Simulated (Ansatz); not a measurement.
```yaml
crystal:
  periodic: [false, false, false]
  atoms:
    - {symbol: C, position_ang: [0.563051, 0.397881, 1.046163]}
    - {symbol: N, position_ang: [0.473029, 0.066647, 0.028449]}
    - {symbol: C, position_ang: [1.012949, -0.944461, 0.262670]}
    - {symbol: W, position_ang: [-0.159956, 0.412480, -0.694403]}
    - {symbol: C, position_ang: [-1.412494, 0.145335, -0.299802]}
    - {symbol: S, position_ang: [-0.214605, 1.880612, -0.542771]}
    - {symbol: S, position_ang: [0.095513, 0.054719, -2.029818]}
    - {symbol: H, position_ang: [0.318264, 1.024107, 1.106885]}
    - {symbol: H, position_ang: [0.554193, 0.016851, 1.645385]}
    - {symbol: H, position_ang: [1.241034, 0.391879, 1.199784]}
    - {symbol: H, position_ang: [0.661217, -1.187053, -0.600818]}
    - {symbol: H, position_ang: [0.747090, -1.198985, 0.480797]}
    - {symbol: H, position_ang: [1.280266, -0.799868, -0.006522]}
    - {symbol: H, position_ang: [-2.257020, 0.447049, -0.934435]}
    - {symbol: H, position_ang: [-1.536225, -0.553434, -0.368382]}
    - {symbol: H, position_ang: [-1.633248, 0.457472, 0.304798]}
basis:
  gaussian: {orbitals: def2-TZVPP}
hamiltonian: {xc: {name: B97M-V}, pseudopotentials: {relativity: none}}
accuracy: high
output: {forces: true}
```

```sh
$ ansatz run in.yaml --threads 2 --pin off --events-out ev --progress --plain --max-ram 22528MiB --backend cuda --devices 0, --max-vram 18GiB
```

Output, abridged:

```
Functional definition: B97M-V
6087 factors; integrals over basis functions are off by at most 5.8e-9 eV
mean field evaluation 1: about -27874.5442 eV, gradient 2.6e2 eV
mean field evaluation 2: about -26609.1051 eV, gradient 7.5e2 eV
mean field evaluation 4: about -27975.3909 eV, gradient 9.1e1 eV
mean field evaluation 8: about -27990.8751 eV, gradient 2.9e0 eV
mean field evaluation 16: about -27990.9123 eV, gradient 5.8e-3 eV
mean field -27990.91230826 eV, -1028.6470544069 hartree, gradient 1.7e-8 eV, S^2 0.000000; 0 other end points of the search recorded, 0 dependent functions left out
reference -27990.91231479 eV, -1028.6470546469 hartree; 40, 40 occupied and 350, 350 virtual orbitals, 6087 factors
Total energy: -27990.91231479 eV, -1028.6470546469 hartree
Atom 0 at     0.563051     0.397881     1.046163 Å, force   -16.786503    -6.382324    -5.257727 eV/Å
Atom 1 at     0.473029     0.066647     0.028449 Å, force   137.507327   -80.930847   151.365071 eV/Å
Atom 2 at     1.012949    -0.944461     0.262670 Å, force   -28.574875    24.818346    52.374488 eV/Å
Atom 3 at    -0.159956     0.412480    -0.694403 Å, force  -115.514159    60.806379  -116.976804 eV/Å
Atom 4 at    -1.412494     0.145335    -0.299802 Å, force   -42.968614     6.421314   -10.158480 eV/Å
Atom 5 at    -0.214605     1.880612    -0.542771 Å, force    -2.414661    83.647184     4.744335 eV/Å
Atom 6 at     0.095513     0.054719    -2.029818 Å, force    20.407470   -29.398056  -104.900671 eV/Å
Atom 7 at     0.318264     1.024107     1.106885 Å, force   -18.330210    48.095121     8.458754 eV/Å
Atom 8 at     0.554193     0.016851     1.645385 Å, force    -5.291668   -24.284294    35.167285 eV/Å
Atom 9 at     1.241034     0.391879     1.199784 Å, force    46.323719     3.331804     9.799057 eV/Å
Atom 10 at     0.661217    -1.187053    -0.600818 Å, force     0.010832    -8.090182    -5.081877 eV/Å
Atom 11 at     0.747090    -1.198985     0.480797 Å, force  -152.036604  -149.747983   133.068039 eV/Å
Atom 12 at     1.280266    -0.799868    -0.006522 Å, force   201.379757    96.104843  -185.286113 eV/Å
Atom 13 at    -2.257020     0.447049    -0.934435 Å, force    -0.490015     0.490344    -0.340717 eV/Å
Atom 14 at    -1.536225    -0.553434    -0.368382 Å, force    -9.114388   -41.416512    -2.260539 eV/Å
Atom 15 at    -1.633248     0.457472     0.304798 Å, force   -14.107407    16.534862    35.285898 eV/Å
Dipole moment:    -0.054369    -0.847252     1.238035 e Å
```

Q: What is wrong with this run?

A: The geometry is squeezed to about two thirds of its size. Self-consistency was reached. The result belongs to that input, not to the molecule as meant.
